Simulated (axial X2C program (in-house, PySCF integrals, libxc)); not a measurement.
## Outer orbitals of ZrO at 1.717 Å, PBE0

Computed with an axial X2C code built on PySCF integrals. Spin-free means the one-electron spin-free X2C Hamiltonian; two-component (2c) means X2C with spin–orbit coupling and atomic mean-field two-electron Coulomb and Gaunt terms, so the difference of the two also holds small scalar two-electron terms. Basis: Zr dyall-cv3z [11s12p9d6f3g], O dyall-av3z [7s6p3d2f] (cores contracted in-house); Gaussian nuclei, density fitting, unrestricted open shells. Masses: Zr 89.905 u, O 15.995 u.

The distance is close to the 2c PBE0 minimum; the highest filled and lowest empty levels are listed.

Spin-free orbitals, state M_S = 1, Λ = 2 (beyond evenly filled blocks: σα, δ+α) (Löwdin shares):

```csv
symmetry,occupied,ε (eV),atomic character
σα,yes,-35.16,"84% Zr p, 7% O s, 5% O p"
σβ,yes,-34.79,"83% Zr p, 8% O s, 5% O p"
π+α,yes,-34.47,96% Zr p
π-α,yes,-33.96,96% Zr p
π-β,yes,-33.08,96% Zr p
π+β,yes,-33.08,96% Zr p
σβ,yes,-23.23,"64% O s, 13% Zr p, 12% Zr d"
σα,yes,-23.08,"64% O s, 12% Zr d, 12% Zr p"
π-β,yes,-8.89,"72% O p, 19% Zr d, 4% Zr f"
π+β,yes,-8.89,"72% O p, 19% Zr d, 4% Zr f"
π+α,yes,-8.82,"69% O p, 23% Zr d, 3% Zr f"
π-α,yes,-8.81,"69% O p, 23% Zr d, 3% Zr f"
σβ,yes,-8.74,"69% O p, 20% Zr d, 4% Zr p"
σα,yes,-8.73,"66% O p, 24% Zr d, 4% Zr p"
σα,yes,-5.05,"66% Zr s, 10% Zr p, 10% O p"
δ+α,yes,-4.70,98% Zr d
σβ,no,-2.20,"70% Zr s, 11% Zr p, 7% O p"
δ-α,no,-2.08,97% Zr d
π+α,no,-1.64,"63% Zr p, 29% Zr d, 7% O p"
π-α,no,-1.55,"63% Zr p, 29% Zr d, 7% O p"
```

Spinors with spin–orbit coupling (state Ω = 1):

```json
{"ω": "1/2", "occupied": "yes", "ε (eV)": "-34.12", "atomic character": "88% Zr p, 5% O s, 3% O p", "λ mixture": "59% σ, 41% π"}
{"ω": "-3/2", "occupied": "yes", "ε (eV)": "-33.35", "atomic character": "96% Zr p", "λ mixture": "100% π"}
{"ω": "-1/2", "occupied": "yes", "ε (eV)": "-33.31", "atomic character": "94% Zr p", "λ mixture": "85% π, 15% σ"}
{"ω": "3/2", "occupied": "yes", "ε (eV)": "-32.46", "atomic character": "96% Zr p", "λ mixture": "100% π"}
{"ω": "1/2", "occupied": "yes", "ε (eV)": "-23.21", "atomic character": "64% O s, 13% Zr p, 12% Zr d", "λ mixture": "100% σ"}
{"ω": "-1/2", "occupied": "yes", "ε (eV)": "-23.06", "atomic character": "64% O s, 12% Zr p, 12% Zr d", "λ mixture": "100% σ"}
{"ω": "-1/2", "occupied": "yes", "ε (eV)": "-8.91", "atomic character": "72% O p, 19% Zr d, 4% Zr f", "λ mixture": "100% π"}
{"ω": "3/2", "occupied": "yes", "ε (eV)": "-8.87", "atomic character": "72% O p, 19% Zr d, 4% Zr f", "λ mixture": "100% π"}
{"ω": "1/2", "occupied": "yes", "ε (eV)": "-8.84", "atomic character": "69% O p, 23% Zr d, 3% Zr f", "λ mixture": "99% π, 1% σ"}
{"ω": "-3/2", "occupied": "yes", "ε (eV)": "-8.79", "atomic character": "69% O p, 23% Zr d, 3% Zr f", "λ mixture": "100% π"}
{"ω": "1/2", "occupied": "yes", "ε (eV)": "-8.73", "atomic character": "69% O p, 20% Zr d, 4% Zr p", "λ mixture": "99% σ, 1% π"}
{"ω": "-1/2", "occupied": "yes", "ε (eV)": "-8.72", "atomic character": "66% O p, 24% Zr d, 4% Zr p", "λ mixture": "100% σ"}
{"ω": "-1/2", "occupied": "yes", "ε (eV)": "-5.04", "atomic character": "66% Zr s, 10% Zr p, 10% O p", "λ mixture": "100% σ"}
{"ω": "3/2", "occupied": "yes", "ε (eV)": "-4.74", "atomic character": "98% Zr d", "λ mixture": "100% δ"}
{"ω": "1/2", "occupied": "no", "ε (eV)": "-2.20", "atomic character": "70% Zr s, 11% Zr p, 7% O p", "λ mixture": "100% σ"}
{"ω": "-5/2", "occupied": "no", "ε (eV)": "-2.04", "atomic character": "97% Zr d", "λ mixture": "100% δ"}
{"ω": "1/2", "occupied": "no", "ε (eV)": "-1.67", "atomic character": "62% Zr p, 29% Zr d, 7% O p", "λ mixture": "100% π"}
{"ω": "-3/2", "occupied": "no", "ε (eV)": "-1.52", "atomic character": "63% Zr p, 29% Zr d, 7% O p", "λ mixture": "100% π"}
```

Q: How does the gap between the highest filled and lowest empty level change from the spin-free to the 2c table?

A: From 2.50 to 2.54 eV at PBE0, a change of 0.04 eV.

Mulliken charges and populations of the two-component result (they depend on the basis, above all on diffuse functions):

Zr 0.76 e (s 8.81 p 18.04 d 12.33 f 0.06 g 0.01), O -0.76 e (s 3.97 p 4.73 d 0.05 f 0.01). ⟨Lz⟩ = 2.00 ħ and ⟨Sz⟩ = -1.00 ħ (-1.05 and 0.05 on the two atoms), which add up to Ω.

One determinant describes the state; a PBE0 search over occupations chose it and may have missed a lower one. Density functionals use the spin component along the axis (collinear). PBE0 can misorder states that lie within some tenths of an eV, so this need not be the ground state of the molecule. The nearest other spin-free determinant of the search, M_S = 0, Λ = 0, lies 0.19 eV up at the distance of the search. Without a current term, density functionals place determinants with orbital angular momentum somewhat too high. With several unpaired electrons one determinant need not be a pure state.
